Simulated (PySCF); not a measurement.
Geometry:
```tsv
atom	x (Å)	y (Å)	z (Å)
C1	-2.092	-0.399	0.837
C2	-0.695	-0.857	0.632
C3	0.277	-0.219	-0.030
C4	1.595	-0.814	-0.117
N5	2.476	-0.182	-0.763
Si6	0.233	1.459	-0.913
Cl7	1.178	2.793	0.262
H8	-2.777	-1.063	0.308
H9	-2.241	0.615	0.484
H10	-2.346	-0.451	1.896
H11	-0.473	-1.824	1.079
H12	1.756	-1.777	0.391
H13	3.399	-0.605	-0.806
H14	0.856	1.401	-2.225
H15	-1.150	1.931	-1.056
```

Calculated, not measured (PySCF): GIAO PBE0/pcSseg-1 shieldings, GFN2-xTB geometry. In vacuum, rapidly exchanging positions averaged, one computed conformer, no relativistic terms.

Scale: ¹³C and ¹H and ²⁹Si against TMS; ¹⁵N against NH3; ³⁵Cl vs HCl (reference shieldings calculated alike).

```json
{"atoms": "C4", "nucleus": "¹³C", "count": "1", "δ (ppm)": "177.6"}
{"atoms": "H14/H15", "nucleus": "¹H", "count": "2", "δ (ppm)": "?"}
{"atoms": "Si6", "nucleus": "²⁹Si", "count": "1", "δ (ppm)": "-39.7"}
{"atoms": "H11", "nucleus": "¹H", "count": "1", "δ (ppm)": "?"}
{"atoms": "Cl7", "nucleus": "³⁵Cl", "count": "1", "δ (ppm)": "-61"}
{"atoms": "N5", "nucleus": "¹⁵N", "count": "1", "δ (ppm)": "?"}
{"atoms": "H12", "nucleus": "¹H", "count": "1", "δ (ppm)": "8.36"}
{"atoms": "C1", "nucleus": "¹³C", "count": "1", "δ (ppm)": "22.6"}
{"atoms": "C3", "nucleus": "¹³C", "count": "1", "δ (ppm)": "?"}
{"atoms": "H8/H9/H10", "nucleus": "¹H", "count": "3", "δ (ppm)": "2.30"}
{"atoms": "H13", "nucleus": "¹H", "count": "1", "δ (ppm)": "11.22"}
{"atoms": "C2", "nucleus": "¹³C", "count": "1", "δ (ppm)": "163.6"}
```

Complete the table.

## Answers


- C3: 150.7 ppm, carbon bonded to 2 C, Si
- H11: 6.96 ppm, hydrogen on a carbon bonded to 2 C
- H14/H15: 5.54 ppm, hydrogen on a silicon bonded to C, Cl
- N5: 361.6 ppm, nitrogen bonded to C, H

The OH or NH signal is concentration- and solvent-dependent in practice; the value given is the gas-phase one. Shifts are as computed. Against solution values, carbons near 30 ppm lie about +3 ppm off and those near 130 ppm about +5 ppm. Of 1211 compounds with measured shifts, 218 miss one by over three times the rms of a fit or turn the order of signals round; such compounds aren't used in these exercises. Experimental scales use liquid or dissolved standards, which lie at an offset from isolated NH3 (liquid NH3: subtract about 20 ppm). Unscaled 15N shifts of sp2 nitrogen come out 20 to 40 ppm too high even then.
